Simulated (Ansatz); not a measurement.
The cluster Cu₃Cl₄⁻, relaxed as a singlet with RKS PBE-D4/def2-SVPD in Ansatz, starting from the GFN2-xTB geometry. Force threshold 0.02 eV/Å.

The structure comes from a short search, and lower isomers may exist.

Start:

```xyz
7

Cu    1.496    2.430    1.722
Cu   -1.279   -2.247   -2.101
Cu   -0.585   -0.489    1.018
Cl    2.923    3.843    1.262
Cl   -1.269   -2.457   -4.149
Cl    0.047    1.035    2.269
Cl   -1.333   -2.116   -0.022
```

| step | energy (eV) | largest force component (eV/Å) | SCF passes |
| --- | --- | --- | --- |
| 1 | -183950.3514 | 1.240 | 19 |
| 2 | -183950.6042 | 0.494 | 21 |
| 3 | -183950.6561 | 0.043 | 26 |
| 4 | -183950.6723 | 0.038 | 26 |
| 5 | -183950.6850 | 0.114 | 26 |
| 6 | -183950.6989 | 0.195 | 26 |
| 7 | -183950.7316 | 0.215 | 26 |
| 8 | -183950.7996 | 0.207 | 26 |
| 9 | -183950.8993 | 0.182 | 26 |
| 10 | -183950.9813 | 0.169 | 27 |
| 11 | -183951.0430 | 0.087 | 27 |
| 12 | -183951.0773 | 0.060 | 27 |
| 13 | -183951.0957 | 0.020 | 26 |
| 14 | -183951.1036 | 0.110 | 27 |
| 15 | -183951.1072 | 0.081 | 21 |
| 16 | -183951.1145 | 0.015 | 27 |
| 17 | -183951.1195 | 0.040 | 26 |
| 18 | -183951.1214 | 0.075 | 26 |
| 19 | -183951.1227 | 0.040 | 22 |
| 20 | -183951.1235 | 0.004 | 21 |
| 21 | -183951.1239 | 0.002 | 21 |
| 22 | -183951.1240 | 0.010 | 21 |

Force components are those of the run's own axes.

End:

Cartesian coordinates in Å:
```
Cu 0.9628 1.8725 1.3119
Cu -0.8636 -1.7895 -1.4853
Cu -0.2500 -0.2091 0.4370
Cl 3.0361 2.1141 1.7627
Cl -2.3110 -1.5078 -3.0299
Cl -1.2012 1.7213 0.9174
Cl 0.6269 -2.2016 0.0863
```

By distances, no bond broke or formed, bridged metal pairs apart. The bond that changes most is Cu3–Cl6, from 2.07 to 2.21 Å (atoms count from 1). Metal–metal contacts that move far: Cu1–Cu3 3.65 to 2.56 Å, Cu2–Cu3 3.65 to 2.56 Å. The end is the same structure that another start reached, the lowest one found.

The force fell under the threshold at step 16, but the optimiser went on and released 0.010 eV more. No frequencies were taken in this run, so the end may be a saddle point.

Run time 3 min (4 threads of Intel Xeon on a shared host).
